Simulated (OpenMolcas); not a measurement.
## Ti²⁺: effect of the basis set

* Program: OpenMolcas 26.06
* Method: MS-CASPT2, IPEA 0.25 Eh, imaginary shift 0.1 Eh (closed shells correlated: 3s 3p)
* Active space: 2 electrons in 6 orbitals (3d 4s)
* State averaging: 2S+1 = 3 even, 15 roots; 2S+1 = 1 even, 20 roots kept (CI in the orbitals of an earlier block)
* Spin-orbit coupling: state interaction with AMFI integrals over the reference wave functions, term energies averaged over their components

A. ANO-R1 [5s4p3d1f], X2C, finite nucleus; CASPT2 step of the order of 5 core-seconds
B. ANO-L-VTZP [6s5p3d2f1g], non-relativistic, point nucleus; CASPT2 step of the order of 12 core-seconds
C. ANO-RCC-VTZP [6s5p3d2f1g], DKH2, point nucleus; CASPT2 step of the order of 8 core-seconds
D. ANO-R2 [6s5p4d2f1g], X2C, finite nucleus; CASPT2 step roughly 10 core-seconds
E. ANO-RCC-VQZP [7s6p4d3f2g1h], DKH2, point nucleus; CASPT2 step roughly 17 core-seconds
F. ANO-R3 [7s5p5d3f2g1h], X2C, finite nucleus; CASPT2 step about 28 core-seconds

Energies in eV above 3d2 3F2, the measured ground level; measured values from Corliss and Sugar, J. Phys. Chem. Ref. Data 8, 1 (1979).

```
    Level       A       B       C       D       E       F  Measured
  3d2 3F2  0.0000  0.0000  0.0000  0.0000  0.0000  0.0000    0.0000
  3d2 3F3  0.0241  0.0256  0.0246  0.0238  0.0249  0.0247    0.0229
  3d2 3F4  0.0554  0.0587  0.0565  0.0546  0.0571  0.0567    0.0521
  3d2 1D2   1.047   1.030   1.009   1.004   0.975   0.983    1.0506
  3d2 3P0   1.374   1.390   1.369   1.370   1.362   1.370    1.3066
  3d2 3P1   1.383   1.399   1.378   1.378   1.371   1.379    1.3147
  3d2 3P2   1.400   1.417   1.395   1.395   1.389   1.396    1.3293
  3d2 1G4   1.906   1.840   1.820   1.798   1.774   1.786    1.7851
  3d2 1S0   4.058   4.096   4.010   3.962   3.916   3.923    4.0264
3d 4s 3D1   4.656   4.759   4.663   4.741   4.810   4.817          
3d 4s 3D2   4.671   4.774   4.678   4.756   4.825   4.832    4.7361
3d 4s 3D3   4.695   4.800   4.703   4.780   4.850   4.857    4.7642
3d 4s 1D2   5.148   5.149   5.088   5.169   5.218   5.226    5.1707
```

Deviations, from unrounded energies. A percentage is the sum of absolute deviations over the sum of measured energies, with the sign that they share, or ± where signs differ.

| Against measurement | Levels | A | B | C | D | E | F |
| --- | --- | --- | --- | --- | --- | --- | --- |
| mean absolute deviation (cm-1) | 11 | 380 | 370 | 360 | 260 | 440 | 450 |
| fine structure of the ground term (%) | 2 | +6.0 | +12.2 | +8.0 | +4.5 | +9.3 | +8.5 |
| other terms of the ground configuration (%) | 6 | ±3.3 | ±3.7 | ±2.6 | ±2.9 | ±3.4 | ±3.4 |
| other configurations (%) | 3 | -1.1 | ±0.7 | -1.4 | ±0.3 | +1.5 | +1.7 |

D lies closest to measurement on these levels and F furthest from it. The largest miss of D in the table is 3d2 3P2, by +530 cm-1. The ranking rests on the paired levels alone, and a cruder setting can come out closer through cancelling errors.

The two smallest mean deviations differ by little beside CASPT2's spread within terms, so their order carries little weight.

Among A to F the level of the table that moves most is 3d2 1S0, by 1500 cm-1 (lowest in E, highest in B). Moves below CASPT2's spread within the term are not significant.

Term energies are means over components that CASPT2 splits; among the terms shown or strongly mixed into the levels shown the widest spread is 1200 cm-1 (3d2 1G, F). Terms from blocks run as CI alone lack orbitals of their own. A single d shell beside an s shell can misplace configurations of different d count against each other. Computed and measured levels are paired by configuration, term and J; levels that our copy of the source lacks, or whose pairing is in doubt (as where it misses far off the trend of its configuration), stay unpaired and out of the deviations. Only configurations of the active space appear.
